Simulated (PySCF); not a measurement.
Cl3HSTi, multiplicity 1. Atoms are numbered in the order given.

```xyz
6

Ti    -0.0580     0.0079     0.0000
Cl    -0.3087     1.2449    -1.7756
Cl    -0.3087     1.2449     1.7756
Cl    -1.3693    -1.7159     0.0000
S      2.0311    -0.8579     0.0000
H      2.5548     0.3966     0.0000
```
Charge 0, spin multiplicity 1.

The structure is a stationary point at B3LYP-D3(BJ)/def2-SVP. The multiplicity is an assumed one; no other spin state was optimised. The structure was generated by enumeration; whether it is a known compound was not checked. Other conformers were not sampled.

Method: PySCF with PBE0/pcSseg-1.

GIAO shieldings, no solvent; atoms listed in one row are averaged. δ = σ(ref) − σ: ³⁵Cl against HCl (σ = 945.9 ppm); ³³S against H2S (σ = 716.7 ppm); ¹H against TMS (σ = 31.56 ppm), references at their B3LYP-D3(BJ)/def2-TZVP geometries, non-relativistic (without spin–orbit terms, shifts of atoms bonded to Cl or Br come out too high).

| nucleus | atoms | count | δ (ppm) |
|---|---|---|---|
| ³⁵Cl | Cl4 | 1 | 985.8 |
| ³⁵Cl | Cl2, Cl3 | 2 | 887.6 |
| ³³S | S5 | 1 | 829.8 |
| ¹H | H6 | 1 | 8.56 |
